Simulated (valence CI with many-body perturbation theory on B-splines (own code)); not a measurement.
## In XVIII: key properties

Level of theory: valence CI with perturbative core correlation (CI+MBPT): four valence electrons over a frozen Dirac-Fock core [Ar] 3d10, radial functions for each j: 9 s, 9 p, 8 d, 6 f, 3 g, 1 h, with the one-electron correlation potential Σ1 (screened to all orders), the two-electron term Σ2, the three-electron term Σ3, Breit, model QED; selected single and double excitations, second order for the rest, scaled by the run's own slope (own B-spline code, finite nucleus).

No measured levels were compared; by estimate levels hold to about 250 cm⁻¹ or 0.2 % of their energy and the worst to 1 %, as in measured heavy ions of charge 2 to 7; those with d or f electrons hold less well.

Levels are named by their leading jj configuration (3d3/2^4 stands for four electrons in 3d with j = 3/2), which in mixed levels can hold well under half, so a name can repeat and another be missing.

Rates and lifetimes use the calculated energies. Strong lines usually hold to 10 to 20 %, long lifetimes can be off by a factor of two.

Problem. What is the ground level?

Solution. (4s^2 4p1/2^2) J=0, composition 81 % 4s2.4p2 3P + 18 % 4s2.4p2 1S.

Problem. Among levels below 117.88 eV, which E1 lines absorb most strongly from the ground level?

Solution. to (4s^2 4p1/2 4d3/2) J=1 at 14.61 nm, f = 1.78; to (4s 4p1/2^2 4p3/2) J=1 at 23.59 nm, f = 0.326; to (4s 4p1/2 4p3/2^2) J=1 at 18.08 nm, f = 0.201.

Problem. Name the longest-lived excited levels whose lifetime is computed, and their main decay.

Solution. (4s^2 4p1/2 4p3/2) J=2 at 9.23 eV lives 24.3 ms, mostly by M1 to (4s^2 4p1/2 4p3/2) J=1; (4s^2 4p1/2 4p3/2) J=1 at 7.28 eV lives 335 μs, mostly by M1 to (4s^2 4p1/2^2) J=0; (4s^2 4p3/2 4d5/2) J=4 at 87.12 eV lives 264 μs, mostly by M1 to (4s^2 4p1/2 4d5/2) J=3.

Problem. Where does the other parity begin?

Solution. At (4s 4p1/2^2 4p3/2) J=2, 44.68 eV.

Problem. What is the ionisation energy?

Solution. 463.54 eV; NIST lists 462 ± 3 eV (theoretical).

Problem. What are the static dipole polarisabilities of the lowest levels?

Solution. (4s^2 4p1/2^2) J=0 0.351; (4s^2 4p1/2 4p3/2) J=1 0.367 (tensor 0.014); (4s^2 4p1/2 4p3/2) J=2 0.366 (tensor 0.013); (4s^2 4p3/2^2) J=2 0.378 (tensor 0.017) bohr³, of which the core gives 0.0208.

Problem. How well does LS coupling describe the low levels?

Solution. Among the lowest 20 levels the leading LS term, summed over configurations, holds 72 % on average. For single configurations the figures are 69 % in LS and 82 % in jj coupling. Terms mix most in the J = 2 level at 63.07 eV, where the leading one holds 42 %.
